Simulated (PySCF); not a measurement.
# `O=C(C)C/C=C/Cl`, C₅H₇ClO

Cartesian coordinates in Å; atom numbers follow the order of the lines, from 1:
```xyz
14

C    -1.5519    0.8327    0.5988
C    -1.2723   -0.6397    0.6963
O    -2.0468   -1.4269    1.1724
C     0.0727   -1.1114    0.1423
C     0.9817   -0.0347   -0.3438
C     2.0636    0.3467    0.3151
Cl    3.1043    1.5987   -0.2441
H    -1.6379    1.1128   -0.4495
H    -0.7297    1.3981    1.0307
H    -2.4807    1.0702    1.1110
H     0.5515   -1.6949    0.9317
H    -0.1568   -1.8020   -0.6744
H     0.7217    0.4434   -1.2772
H     2.3799   -0.0934    1.2485
```

Level of theory: GIAO BHandHLYP/pcSseg-1 magnetisability, rotational g tensor and spin-rotation constants, non-relativistic, gas phase (PySCF). Geometry: GFN2-xTB.

(1) Give the nuclear spin-rotation constants along the inertial axes (H = +C I·J) beside the isotropic shieldings.

(2) How do the rotational constants and the g tensor change when H8, H9, H10, H11, H12, H13, H14 are replaced by deuterium?

Results:

(1) Rotational constants 6.5831, 0.8277, 0.7676 GHz. A star marks the isotopologue with that one atom substituted, in its own axes.
```
atom  isotope  Caa (kHz)  Cbb (kHz)  Ccc (kHz)  mean (kHz)  σ (ppm)
 Cl7     35Cl      0.871      0.194      0.241       0.435    763.4
  H8       1H     -0.777     -0.078      0.010      -0.282     30.0
  H9       1H     -0.134     -0.077     -0.055      -0.089     29.3
 H10       1H     -0.245     -0.040     -0.082      -0.122     29.9
 H11       1H     -0.766     -0.035     -0.018      -0.273     29.0
 H12       1H     -0.668     -0.049     -0.016      -0.244     29.0
 H13       1H     -0.618     -0.062      0.037      -0.214     25.6
 H14       1H     -0.682     -0.060      0.036      -0.235     25.7
  C1     13C*      1.197      0.110      0.131       0.479    154.6
  C2     13C*      3.320      0.464      0.188       1.324    -26.5
  O3     17O*     -6.709     -0.578     -0.085      -2.457   -348.0
  C4     13C*      1.151      0.145      0.154       0.483    140.9
  C5     13C*      2.508      0.196      0.283       0.996     46.1
  C6     13C*      2.438      0.218      0.257       0.971     49.2
```
For the geometry as given, no vibrational averaging.

(2) Constants 5.0383, 0.7995, 0.7332 GHz; g -0.0517, -0.0124, -0.0120, against -0.0674, -0.0128, -0.0127 before.
